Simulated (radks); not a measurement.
Task: Ionisation of the platinum ion Pt20+, [Kr] 4d10 4f12, to [Kr] 4d10 4f11 as the strength of local exchange is varied. All-electron calculation, Dirac Kohn-Sham, Slater X-alpha exchange (alpha = 2/3 is LDA exchange), no correlation, spin-unpolarised, spherical densities, point nucleus; open shells fill j = l - 1/2 first. Program: a radial shooting solver on a logarithmic mesh with Libxc functionals.

alpha  E(Pt20+) (hartree)  exchange (hartree)  IE (eV)  -e of the level emptied (eV)  <r> of it (bohr)
0.618         -18249.2302           -297.3144   557.26                535.25 (4f7/2)            0.4710
0.624         -18252.1170           -300.2454   557.77                535.76 (4f7/2)            0.4707
0.998         -18432.9029           -484.6354   590.49                567.96 (4f7/2)            0.4581
1.045         -18455.7396           -508.0422   594.69                572.09 (4f7/2)            0.4566
x             -18272.8179           -321.2764   561.47                539.40 (4f7/2)            0.4692

Which alpha was used in the last row?

Result: alpha = 0.667. NIST Atomic Spectra Database: 550 +/- 30 eV (theoretical). The central value is not met in this range of alpha. Spin polarisation and multiplet splitting are left out, so open shells lie too high by an amount that depends on their filling.

Beside tabulated values, note that spin-unpolarised runs miss the spin-polarisation part of the exchange energy of open shells.
